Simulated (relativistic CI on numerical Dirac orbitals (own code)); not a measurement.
## Energy levels of Zr II

Method of calculation: Dirac-Coulomb-Breit CI, orbitals from a KLI potential per configuration, model QED (radiative potential, 1s self-energy scaled to tabulated hydrogen-like ionisation energies), valence Slater integrals scaled by 0.85, configuration energies shifted to the measured levels that pair with them (semi-empirical) (own radial code, finite nucleus).

Configurations in the expansion (outside the closed core [Kr]): 4d²5s, 4d³, 4d²5p, 4d5s5p, 4d5s², 4d²5d, 5s5p², 5s²5p, 4d²5f, 4d²5g, 4d5s4f, 4d5p², 4d²6s, 4d5s6p, 4d²6p, 4d5s6s, 4d5s7s, 4d²4f, 4d²7s, 4d5s6d, 4d²6d, 4d5s5d, 4d5s7p, 4d²7p, 5s²5d, 4d5s5f, 4d5s5g, 5s5p5f, 5s6s², 5s5p5g. Levels of other configurations are missing.

```csv
No.,Configuration,Term,J,E (eV),%,Next component (%),jj configuration (%)
1,4d²5s,⁴F,3/2,0.0000,99,,4d3/2^2 5s (73)
2,4d²5s,⁴F,5/2,0.0329,99,,4d3/2 4d5/2 5s (61)
3,4d²5s,⁴F,7/2,0.0794,99,,4d3/2 4d5/2 5s (83)
4,4d²5s,⁴F,9/2,0.1383,100,,4d5/2^2 5s (77)
5,4d³,⁴F,3/2,0.3343,98,1 ²D,4d3/2^3 (40)
6,4d³,⁴F,5/2,0.3643,99,,4d3/2^2 4d5/2 (78)
7,4d³,⁴F,7/2,0.4037,99,,4d3/2 4d5/2^2 (77)
8,4d³,⁴F,9/2,0.4506,99,,4d3/2 4d5/2^2 (47)
9,4d²5s,²D,3/2,0.6085,53,22 4d³ ²D,4d3/2 4d5/2 5s (26)
10,4d²5s,²D,5/2,0.6328,55,20 4d³ ²D,4d3/2^2 5s (31)
11,4d³,²P,1/2,0.7496,58,41 4d²5s ²P,4d3/2^2 4d5/2 (31)
12,4d²5s,²F,5/2,0.7543,81,7 4d³ ²F,4d3/2 4d5/2 5s (61)
13,4d³,²P,3/2,0.7915,54,37 4d²5s ²P,4d5/2^3 (27)
14,4d²5s,²F,7/2,0.8299,89,8 4d³ ²F,4d5/2^2 5s (53)
15,4d²5s,⁴P,1/2,0.9884,99,,4d3/2^2 5s (41)
16,4d²5s,⁴P,3/2,1.0109,99,,4d3/2 4d5/2 5s (89)
17,4d²5s,⁴P,5/2,1.0448,98,1 4d³ ²D,4d5/2^2 5s (50)
18,4d³,²G,7/2,1.0592,69,30 4d²5s ²G,4d3/2^2 4d5/2 (35)
19,4d³,²G,9/2,1.0897,67,32 4d²5s ²G,4d5/2^3 (31)
20,4d³,⁴P,1/2,1.2607,99,,4d3/2^2 4d5/2 (50)
21,4d³,⁴P,3/2,1.2793,98,1 4d²5s ²P,4d3/2 4d5/2^2 (39)
22,4d³,⁴P,5/2,1.3045,99,1 4d5p² ⁴P,4d3/2 4d5/2^2 (61)
23,4d³,²H,9/2,1.6395,98,2 4d²5s ²G,4d3/2^2 4d5/2 (52)
24,4d³,²H,11/2,1.6789,100,,4d3/2 4d5/2^2 (100)
25,4d²5s,²G,7/2,1.8903,69,30 4d³ ²G,4d3/2 4d5/2 5s (53)
26,4d²5s,²G,9/2,1.9040,64,33 4d³ ²G,4d3/2 4d5/2 5s (50)
27,4d5s²‡,²D,3/2,1.9140,61,28 4d²5s ²D,4d3/2 (61)
28,4d³,²D,3/2,1.9615,74,12 4d²5s ²D,4d3/2 4d5/2^2 (29)
29,4d³,²D,5/2,1.9877,39,37 4d²5s ²D,4d5/2 (21)
30,4d5s²‡,²D,5/2,2.0195,51,45 4d³ ²D,4d5/2 (51)
31,4d³,²F,7/2,2.6366,91,8 4d²5s ²F,4d3/2 4d5/2^2 (65)
32,4d³,²F,5/2,2.6449,91,7 4d²5s ²F,4d3/2 4d5/2^2 (49)
33,4d²5s,²P,1/2,2.6510,55,40 4d³ ²P,4d3/2 4d5/2 5s (37)
34,4d²5s,²P,3/2,2.6983,55,40 4d³ ²P,4d3/2 4d5/2 5s (30)
35,4d²5s,²S,1/2,3.3236,97,1 5s5p² ²S,4d5/2^2 5s (64)
36,4d²5p,⁴G°,5/2,3.4939,76,20 ²F°,4d3/2^2 5p1/2 (83)
37,4d²5p,⁴G°,7/2,3.5874,92,6 ²F°,4d3/2 4d5/2 5p1/2 (68)
38,4d²5p,²F°,5/2,3.6705,52,22 ⁴G°,4d3/2 4d5/2 5p1/2 (29)
39,4d³,²D,5/2,3.6776,87,7 4d5s² ²D,4d3/2^2 4d5/2 (47)
40,4d³,²D,3/2,3.6837,88,6 4d5s² ²D,4d3/2 4d5/2^2 (77)
41,4d²5p,⁴G°,9/2,3.6848,99,1 ⁴F°,4d3/2 4d5/2 5p3/2 (63)
42,4d²5p,²D°,3/2,3.7102,45,43 ⁴F°,4d3/2^2 5p1/2 (44)
43,4d²5p,⁴F°,3/2,3.7669,41,40 ²D°,4d3/2^2 5p3/2 (49)
44,4d²5p,⁴F°,5/2,3.7847,79,9 4d5s5p ⁴F°,4d3/2 4d5/2 5p1/2 (51)
45,4d²5p,⁴G°,11/2,3.7876,100,,4d5/2^2 5p3/2 (78)
46,4d²5p,²F°,7/2,3.7946,80,8 4d5s5p ²F°,4d3/2 4d5/2 5p3/2 (40)
47,4d²5p,²D°,5/2,3.8532,52,18 ²F°,4d3/2 4d5/2 5p3/2 (37)
48,4d²5p,⁴F°,7/2,3.8583,88,8 4d5s5p ⁴F°,4d3/2 4d5/2 5p3/2 (43)
49,4d²5p,⁴F°,9/2,3.9280,90,8 4d5s5p ⁴F°,4d5/2^2 5p3/2 (41)
50,4d²5p,⁴D°,1/2,3.9352,74,25 4d5s5p ⁴D°,4d3/2^2 5p3/2 (57)
51,4d²5p,⁴D°,3/2,3.9669,70,23 4d5s5p ⁴D°,4d3/2 4d5/2 5p3/2 (51)
52,4d²5p,⁴D°,5/2,4.0075,68,21 4d5s5p ⁴D°,4d3/2 4d5/2 5p3/2 (35)
53,4d²5p,⁴D°,7/2,4.0405,75,22 4d5s5p ⁴D°,4d5/2^2 5p3/2 (29)
54,4d²5p,²D°,3/2,4.1135,48,42 4d5s5p ²D°,4d3/2 4d5/2 5p3/2 (27)
55,4d²5p,²D°,5/2,4.1610,52,42 4d5s5p ²D°,4d5/2^2 5p3/2 (29)
56,4d²5p,²S°,1/2,4.3666,94,3 ⁴P°,4d3/2 4d5/2 5p3/2 (35)
57,4d²5p,²G°,7/2,4.3795,98,1 ²F°,4d3/2 4d5/2 5p3/2 (41)
58,4d²5p,²G°,9/2,4.4535,97,1 ⁴F°,4d5/2^2 5p3/2 (44)
59,4d²5p,²P°,3/2,4.5244,64,16 4d5s5p ⁴F°,4d5/2^2 5p3/2 (21)
60,4d²5p,⁴D°,1/2,4.5258,69,26 4d5s5p ⁴D°,4d3/2^2 5p1/2 (23)
61,4d5s5p,⁴F°,3/2,4.5371,64,11 4d²5p ²P°,4d3/2 5s 5p1/2 (50)
62,4d²5p,²P°,1/2,4.5538,76,15 4d5s5p ²P°,4d5/2^2 5p3/2 (29)
63,4d²5p,⁴D°,3/2,4.5683,64,23 4d5s5p ⁴D°,4d3/2 4d5/2 5p1/2 (39)
64,4d5s5p,⁴F°,5/2,4.5861,75,10 4d²5p ⁴D°,4d3/2 5s 5p1/2 (28)
65,4d²5p,⁴D°,5/2,4.6273,60,23 4d5s5p ⁴D°,4d3/2 4d5/2 5p3/2 (33)
66,4d5s5p,⁴F°,7/2,4.6599,64,18 4d²5p ⁴D°,4d5/2 5s 5p1/2 (34)
67,4d²5p,⁴P°,1/2,4.6847,50,43 4d5s5p ⁴P°,4d3/2 5s 5p3/2 (38)
68,4d²5p,⁴P°,3/2,4.6848,51,44 4d5s5p ⁴P°,4d3/2 5s 5p3/2 (22)
69,4d²5p,⁴D°,7/2,4.7005,49,26 4d5s5p ⁴F°,4d3/2 4d5/2 5p3/2 (31)
70,4d²5p,⁴P°,5/2,4.7234,50,47 4d5s5p ⁴P°,4d5/2 5s 5p3/2 (25)
```

Energies count from the lowest computed level; ° marks odd parity. Filled j subshells are mostly left out of the jj labels. ‡ marks configurations that were not tied to measured data.

The mean weight of the leading LS term, summed over parents, in these 70 levels is 76 %, and that of the leading jj configuration (from the same eigenvectors) 47 %, so LS coupling describes them better.

Configurations whose levels could be paired with our table of measured levels were shifted onto them, all but the ground configuration, by the median error of their levels; single terms can still be off by 1,000 to 2,000 cm⁻¹ or more, and rates follow the energies as ν³ (E1, M1) or ν⁵ (E2). The others borrow a shift and can be off by several thousand cm⁻¹ or more. The fine structure of a lone outer electron comes out too small, for d and f at times inverted, and misplaced configurations move strength between like terms. 22 of the 29 excited levels that our extract of the measured tables holds in this range could be paired (the sources list more); they are missed by 212 cm⁻¹ on average and 838 at most, after the shifts were fitted to these levels, and levels without a partner can miss by more. Some levels of the ground configuration have no partner and can miss by 10 % or more.

Landé's interval rule says that E(J) − E(J−1) = AJ with one A. For the ground term the intervals give A = 106.0, 107.3, 105.5 cm⁻¹ for J = 5/2, 7/2, 9/2; the multiplet is regular.

LS names give the leading component of a level, which can be under half, so a name can repeat, a term be missing and a line seem to break the LS rules.
